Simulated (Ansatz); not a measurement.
A structure relaxed at PBE0-D4/def2-TZVP, charge 0, multiplicity 1:

```json
{"atom": "C1", "x (Å)": "1.2555", "y (Å)": "0.8171", "z (Å)": "0.3016"}
{"atom": "C2", "x (Å)": "-0.0452", "y (Å)": "1.0534", "z (Å)": "0.4778"}
{"atom": "O3", "x (Å)": "-1.0271", "y (Å)": "0.1557", "z (Å)": "0.5407"}
{"atom": "In4", "x (Å)": "-1.0939", "y (Å)": "-1.5195", "z (Å)": "-0.5784"}
{"atom": "H5", "x (Å)": "1.6501", "y (Å)": "-0.1890", "z (Å)": "0.1939"}
{"atom": "H6", "x (Å)": "1.9587", "y (Å)": "1.6382", "z (Å)": "0.2772"}
{"atom": "H7", "x (Å)": "-0.3930", "y (Å)": "2.0798", "z (Å)": "0.6136"}
{"atom": "H8", "x (Å)": "-2.2419", "y (Å)": "-2.5725", "z (Å)": "0.1058"}
{"atom": "H9", "x (Å)": "-0.0633", "y (Å)": "-1.4633", "z (Å)": "-1.9322"}
```

Task: Give its formula and SMILES.

Result: C2H5InO, `C=C[O][InH2]`.

Task: Summarise the bond lengths by kind.

Result: 1 × C–C 1.334 Å; 3 × C–H 1.081 to 1.092 Å; 1 × C–O 1.332 Å; 1 × In–O 2.016 Å; 2 × H–In 1.702 Å.

All numbers were calculated with Ansatz.
